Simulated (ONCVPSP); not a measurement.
## Ta, ONCV: configuration errors across variants

ONCVPSP 4.0.1 input, shortened (lines: element, Z, core and valence counts, functional; n l f; lmax; l rc ep ncon nbas qcut; lloc lpopt rc5 dvloc0; l nproj debl; icmod fcfact rcfact), PBEsol, scalar-relativistic:

```
  Ta 73.00   12    2  -116133      upf
    1    0    2.00
    2    0    2.00
    2    1    6.00
    3    0    2.00
    3    1    6.00
    3    2   10.00
    4    0    2.00
    4    1    6.00
    4    2   10.00
    4    3   14.00
    5    0    2.00
    5    1    6.00
    5    2    3.00
    6    0    2.00
    3
    0    2.80    0.00    4    7    2.10
    1    2.25    0.34    3    6    3.10
    2    2.25    0.00    4    8    6.60
    3    2.85    0.28    4    7    3.80
    2    5    2.25    0.00
    0    3    3.80
    1    3    1.90
    2    0    1.80
    3    2    1.50
    2    0.60    0.65
```

All-electron excitation energies from the reference (eV): (1) 5d3 6s1 8.505; (2) 5d3 6s0 23.483; (3) 5d2 6s0 47.094.

1 further variants failed, have other tests or too few solved ones, and are left out.

A true bound ghost makes a file unfit for plane-wave use even where its test errors are small: the radial tests pick states by their node count and pass the ghost by.

Errors AE − PS in meV (a dash: test not solved or not reliable):

| change | (1) | (2) | (3) | bound ghosts | GHOST(+) flags above zero |
| --- | --- | --- | --- | --- | --- |
| base | -4.1 | -7.0 | -113 | p | s, f |
| f: rc 2.36 | -4.1 | -7.0 | -113 | p | s, f |
| f: rc 2.78 | -4.1 | -7.0 | -113 | p | s, f |
| f: rc 3.64 | -4.1 | -7.0 | -113 | p | s |
| f: rc 4 | -4.1 | -7.0 | -113 | p | s |

Give the same row for: f: rc 3.26.

-4.1, -7.0, -113; bound ghosts: p; GHOST(+) flags above zero: s.
